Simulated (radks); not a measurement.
The numbers below are computed, except where a source is named.
Initial-state core-level shifts of the iron ion Fe+ when its valence configuration changes from [Ar] 3d6 4s1. Level of theory: non-relativistic Kohn-Sham, PBEsol, spin-polarised, spherical densities, point nucleus; open shells are filled with parallel spins first (a radial shooting solver on a logarithmic mesh with Libxc functionals). Shifts are changes of the shell-averaged eigenvalues in eV (positive: less bound); the change of the density at the nucleus, which sets a Mossbauer isomer shift, is in e/bohr^3, on a base of 1.19e+04.

\begin{tabular}{lrrrrr}
valence & 1s & 2s & 2p & 3s & density at nucleus \\ \hline
3d5 4s2 & -6.713 & -7.502 & -7.432 & -6.415 & +8.344 \\
3d5 4s1 4p1 & -7.799 & -8.620 & -8.542 & -7.476 & +2.717 \\
3d6 4p1 & -1.400 & -1.319 & -1.321 & -1.414 & -6.087 \\
3d7 & +5.164 & +5.829 & +5.765 & +5.166 & -7.069 \\
3d5 4p2 & -9.114 & -9.882 & -9.804 & -8.795 & -4.448 \\
3d6 4s0.5 4p0.5 & -0.706 & -0.666 & -0.667 & -0.713 & -3.017 \\
3d4 4s2 4p1 & -16.605 & -18.533 & -18.360 & -15.499 & +13.434 \\
3d6.5 4s0.5 & +2.746 & +3.104 & +3.070 & +2.716 & -3.818 \\
3d5.5 4s1 4p0.5 & -3.764 & -4.141 & -4.105 & -3.654 & +1.252 \\
\end{tabular}
